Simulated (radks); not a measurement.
Values are calculated unless marked as measured or tabulated.
The tantalum ion Ta2+ inside a hard spherical wall (all orbitals vanish at R), configuration held at [Xe] 4f14 5d3 and not refilled when levels cross. Code: a radial shooting solver on a logarithmic mesh with Libxc functionals. Model: scalar-relativistic Kohn-Sham, LDA (Slater exchange, VWN5 correlation), spin-polarised, spherical densities, point nucleus; open shells are filled with parallel spins first (spin-orbit coupling, left out, can overturn this in heavy ions). Eigenvalues in eV for spin up, with the zero of energy where the potential of the charges vanishes at infinity; a dash marks a level that is unbound or too diffuse for the functional's potential to be trusted. A positive occupied level is held by the wall or, in an anion where self-interaction has pushed it up, behind a barrier. The pressure on the wall is -dE/dV.

R (bohr)	E (hartree)	kinetic (hartree)	e(5s)	e(5p)	e(4f)	e(5d)	e(6s, empty)	e(6p, empty)	pressure (GPa)
free	-15594.5459	17132.689	-89.286	-55.803	-40.643	-19.380	-19.363	-13.079	0
20	-15594.5459	17132.689	-89.286	-55.803	-40.643	-19.380	-19.363	-13.079	< 0.0001
15	-15594.5459	17132.689	-89.286	-55.803	-40.643	-19.380	-19.363	-13.079	< 0.0001
10	-15594.5459	17132.689	-89.286	-55.803	-40.643	-19.379	-19.363	-13.076	< 0.0001
7	-15594.5455	17132.694	-89.259	-55.778	-40.615	-19.356	-19.320	-12.864	0.0391
5	-15594.5284	17132.823	-88.720	-55.274	-40.047	-18.815	-18.215	-10.336	2.92
4	-15594.4430	17133.303	-87.271	-53.929	-38.476	-17.067	-14.274	-3.651	26.8
3	-15593.8606	17136.239	-82.414	-49.175	-32.865	-9.705	3.738	21.774	370
1.5	-15560.8604	17266.496	12.207	63.144	56.281	139.20	355.77	416.61	115000
